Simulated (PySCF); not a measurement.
Radial density of Be (beryllium, neutral)

BLYP, [He] 2p2, high-spin 3P determinant (an excited configuration). All numbers are calculated (PySCF 2.14, no relativity, point nucleus, in def2-TZVPPD).

```json
{"r (bohr)": "0.00661", "4πr²ρ (e/bohr)": "0.01774", "4πr²(ρα − ρβ)": "0.0000"}
{"r (bohr)": "0.0111", "4πr²ρ (e/bohr)": "0.04858", "4πr²(ρα − ρβ)": "-0.0001"}
{"r (bohr)": "0.0187", "4πr²ρ (e/bohr)": "0.1290", "4πr²(ρα − ρβ)": "-0.0002"}
{"r (bohr)": "0.0314", "4πr²ρ (e/bohr)": "0.3304", "4πr²(ρα − ρβ)": "-0.0006"}
{"r (bohr)": "0.0529", "4πr²ρ (e/bohr)": "0.7881", "4πr²(ρα − ρβ)": "-0.0013"}
{"r (bohr)": "0.0889", "4πr²ρ (e/bohr)": "1.681", "4πr²(ρα − ρβ)": "-0.0024"}
{"r (bohr)": "0.150", "4πr²ρ (e/bohr)": "2.969", "4πr²(ρα − ρβ)": "-0.0028"}
{"r (bohr)": "0.252", "4πr²ρ (e/bohr)": "3.869", "4πr²(ρα − ρβ)": "0.0045"}
{"r (bohr)": "0.423", "4πr²ρ (e/bohr)": "3.111", "4πr²(ρα − ρβ)": "0.0431"}
{"r (bohr)": "0.712", "4πr²ρ (e/bohr)": "1.256", "4πr²(ρα − ρβ)": "0.1542"}
{"r (bohr)": "1.20", "4πr²ρ (e/bohr)": "0.5162", "4πr²(ρα − ρβ)": "0.4025"}
{"r (bohr)": "2.01", "4πr²ρ (e/bohr)": "0.6451", "4πr²(ρα − ρβ)": "0.6430"}
{"r (bohr)": "3.39", "4πr²ρ (e/bohr)": "0.4335", "4πr²(ρα − ρβ)": "0.4335"}
{"r (bohr)": "5.70", "4πr²ρ (e/bohr)": "0.08179", "4πr²(ρα − ρβ)": "0.0818"}
{"r (bohr)": "9.59", "4πr²ρ (e/bohr)": "0.002174", "4πr²(ρα − ρβ)": "0.0022"}
```

(1) Where is the radial spin density 4πr²(ρα − ρβ) most negative, and why is it negative at all?

Answers

(1) Around r = 0.150 bohr, down to -0.0028 e/bohr: exchange with the open shell polarises the paired shells in an unrestricted calculation.
